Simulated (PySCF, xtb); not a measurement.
CH10FNSi3, SMILES F[SiH2]C[SiH2]N[SiH3]. Other conformers were not sampled.

Harmonic wavenumbers (cm⁻¹) from GFN2-xTB (xtb 6.7.1) at its own minimum, in rising order: 31, 39, 59, 86, 92, 144, 207, 243, 275, 460, 480, 551, 574, 579, 610, 649, 705, 724, 733, 746, 760, 781, 787, 798, 807, 827, 853, 985, 1013, 1135, 1196, 1453, 2207, 2220, 2243, 2248, 2275, 2296, 2332, 2972, 2993, 3479.

Q: What does r2SCAN-D4/def2-SVP run with PySCF give at its own minimum? (The exact figures need the calculation; the answer reports its results.)

A: 16, 36, 51, 58, 112, 182, 226, 309, 350, 461, 536, 606, 643, 678, 713, 737, 750, 803, 851, 857, 880, 904, 924, 937, 950, 957, 964, 998, 1013, 1058, 1188, 1367, 2190, 2210, 2220, 2234, 2236, 2237, 2242, 3035, 3104, 3580. Paired by order, the mean absolute difference is 65 cm⁻¹ and the zero-point energies are 63.8 and 66.3 kcal/mol.
